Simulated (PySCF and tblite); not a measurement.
The numbers below are computed, except where a source is named.
Barrier and rate of a rotation

System: C₇H₁₁FO₂, numbered as in [CH3:1][C:2]([CH3:3])([CH3:4])[C:5](=[O:6])/[CH:7]=[C:8](/[OH:9])[F:10].

Motion: rotation about the C8–O9 bond (torsion C7–C8–O9–H from -180° to 0°, rising). Level: PBE/pcSseg-1 + D3(BJ), IEF-PCM chloroform on GFN2-xTB stationary points, with GFN2-xTB thermal terms. Rates follow Eyring's equation with the number of equivalent paths and no tunnelling. Run with tblite and PySCF.

| point | symmetry | E(GFN2) kcal/mol | E(DFT) kcal/mol | ZPE change kcal/mol | lowest mode cm⁻¹ | dipole D |
| --- | --- | --- | --- | --- | --- | --- |
| start | Cs | 0.0 | 0.0 | 0.00 | 32 | 3.98 |
| saddle | C1 | 7.5 | 5.7 | -0.72 | 433i | 4.76 |
| end | Cs | 3.8 | 0.5 | 0.09 | 30 | 5.86 |

```json
{"Electronic barrier": "5.7 kcal/mol", "Barrier with zero-point energy": "5.0 kcal/mol", "ΔH‡ (298 K)": "4.8 kcal/mol", "ΔS‡ (298 K, symmetry apart)": "-0.7 cal/(mol K)", "Paths": "2 equivalent paths", "End point": "a different minimum", "Mean lifetime of the start against this motion at 298 K": "390 ps", "Cost": "2.3 min on 1 thread of Arm Neoverse V1, on a host shared with other jobs (rough), peak memory 0.94 GiB, launched as `OMP_NUM_THREADS=1 python ens_run.py task.json out`"}
```

| T/K | ΔG‡ kcal/mol | k s⁻¹ | ΔG kcal/mol | k back s⁻¹ |
| --- | --- | --- | --- | --- |
| 200 | 5.0 | 3×10⁷ | 0.5 | 1.1×10⁸ |
| 250 | 5.0 | 4.4×10⁸ | 0.5 | 1.3×10⁹ |
| 298 | 5.0 | 2.5×10⁹ | 0.5 | 6.3×10⁹ |
| 350 | 5.1 | 9.9×10⁹ | 0.5 | 2.1×10¹⁰ |
| 400 | 5.1 | 2.6×10¹⁰ | 0.5 | 5.2×10¹⁰ |

ΔG and ΔG‡ leave out symmetry numbers and mirror images; rates count paths: 2 out, 2 back.
